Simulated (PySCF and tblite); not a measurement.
Results of a calculation; reference values are marked as such.
C₆H₁₁Cl, numbered as in [Cl:1][CH:2]1[CH2:3][CH2:4][CH2:5][CH2:6][CH2:7]1.

Conformers came from 90 starts (ETKDG and KDG, MMFF94s, GFN2-xTB); geometries are PBE0-D3(BJ)/def2-SVP. Weights use PBE0-D3(BJ)/def2-TZVP energies plus GFN2-xTB zero-point and thermal terms (modes under about 100 cm⁻¹ blended into free rotors). Symmetry numbers and mirror images are counted. Conformers within 4 kcal/mol (GFN2-xTB free energy) were kept, 5 at most. GIAO shieldings: PBE0/pcSseg-1. Shifts are against TMS (¹H), TMS (¹³C) at the same level. Run with PySCF (density fitting) and tblite.

The 6-ring runs over atoms 2–3–4–5–6–7.

```json
{"conformer": "1", "shape": "6-ring chair (all substituents equatorial)", "symmetry": "Cs", "E(GFN2) kcal/mol": "0.00", "E(DFT) kcal/mol": "0.00"}
{"conformer": "2", "shape": "6-ring chair (Cl1 axial)", "symmetry": "Cs", "E(GFN2) kcal/mol": "0.50", "E(DFT) kcal/mol": "0.37"}
```

(1) How much do the weights at 298.15 K and the averaged shift of H2 depend on how the conformers are weighted?

Answers

(1) 
```tsv
weighting	1 (%)	2 (%)	δ (ppm)	rms dipole (D)
DFT energy with thermal terms, symmetry and mirror images (full scheme)	69	31	3.61	2.33
DFT energy with symmetry and mirror images	65	35	3.64	2.31
bare DFT energy	65	35	3.64	2.31
GFN2-xTB energy with symmetry and mirror images	70	30	3.60	2.33
GFN2-xTB free energy	73	27	3.57	2.34
leading conformer alone	100	0	3.38	2.42
equal weights	50	50	3.75	2.26
```

The largest departure from the full scheme, 0.23 ppm, comes with: leading conformer alone.
